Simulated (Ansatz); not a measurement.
Gas-phase electronic energies from Ansatz, PBE0-D4/def2-TZVP geometries. CCSD(T)/CBS adds triple-zeta CCSD(T) − MP2 to the extrapolated MP2 energy (def2 sets, frozen cores). Functionals use def2-TZVPP. For Br, Mg outer-core shells are correlated without core-valence functions, which leaves a few kJ/mol of doubt a bond. Scalar relativity is left out up to krypton. One conformer a species, not always the lowest.

`NB(F)Br` + `[OH][Mg][Br]` → `NB(O)F` + `[Br][Mg][Br]`  (redistribution)

```tsv
species	r2SCANh-D4 energy (Eh)
`NB(F)Br`	-2754.92327
`[OH][Mg][Br]`	-2850.13304
`NB(O)F`	-256.61588
`[Br][Mg][Br]`	-5348.49011
```

**Question.** Work out ΔE.

**Answer.** ΔE = (-256.61588) + (-5348.49011) − (-2754.92327) − (-2850.13304) = -0.04968 Eh = -130.4 kJ/mol. CCSD(T)/CBS gives -122.3 kJ/mol.

Largest T1 diagnostic among the species: 0.011.

From r2SCAN to r2SCAN0 (25 % exact exchange), in def2-TZVPP and without D4, ΔE moves by −7.2 kJ/mol. At CCSD(T), def2-SVP lies −10.5 kJ/mol from the extrapolated value and def2-TZVPP −2.5 kJ/mol. Leaving LDA and LC-ωPBE aside and taking each functional with its dispersion term where it has one, the values, not all of them listed here, spread over 21.4 kJ/mol, from BHLYP-D4 to BLYP-D4.
